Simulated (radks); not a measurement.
Neutral thallium inside a hard spherical wall (all orbitals vanish at R), configuration held at [Hg] 6p1 and not refilled when levels cross. Method: scalar-relativistic Kohn-Sham, LDA (Slater exchange, VWN5 correlation), spin-polarised, spherical densities, finite nucleus; open shells are filled with parallel spins first (spin-orbit coupling, left out, can overturn this in heavy ions); Fermi nuclear charge, rms radius 5.4759 fm; computed with a radial shooting solver on a logarithmic mesh with Libxc functionals. Eigenvalues in eV for spin up, with the zero of energy where the potential of the charges vanishes at infinity; a dash marks a level that is unbound or too diffuse for the functional's potential to be trusted. A positive occupied level is held by the wall or, in an anion where self-interaction has pushed it up, behind a barrier. The pressure on the wall is -dE/dV.

| R (bohr) | E (hartree) | kinetic (hartree) | e(5p) | e(5d) | e(6s) | e(6p) | e(7s, empty) | e(6d, empty) | pressure (GPa) |
|---|---|---|---|---|---|---|---|---|---|
| free | -20229.7788 | 22764.373 | -76.239 | -15.634 | -9.978 | -2.779 | -0.484 | - | 0 |
| 15 | -20229.7788 | 22764.373 | -76.236 | -15.632 | -9.976 | -2.777 | -0.374 | 0.914 | 0.000120 |
| 10 | -20229.7777 | 22764.381 | -76.141 | -15.538 | -9.898 | -2.687 | 0.511 | 2.017 | 0.0225 |
| 8 | -20229.7724 | 22764.412 | -75.887 | -15.291 | -9.697 | -2.396 | 2.241 | 3.476 | 0.210 |
| 7 | -20229.7627 | 22764.464 | -75.582 | -14.997 | -9.455 | -1.990 | 4.256 | 4.935 | 0.728 |
| 5 | -20229.6476 | 22765.047 | -73.653 | -13.181 | -7.695 | 1.076 | 16.492 | 12.660 | 14.5 |
| 3.5 | -20228.7814 | 22768.996 | -66.663 | -6.702 | 0.837 | 14.101 | 57.264 | 36.608 | 297 |
| 2 | -20212.2984 | 22832.250 | -20.016 | 44.973 | 99.219 | 139.22 | 339.60 | 200.21 | 24400 |
| 1.5 | -20164.1837 | 22994.518 | 58.395 | 141.34 | 310.41 | 378.76 | 797.44 | 467.13 | 201000 |
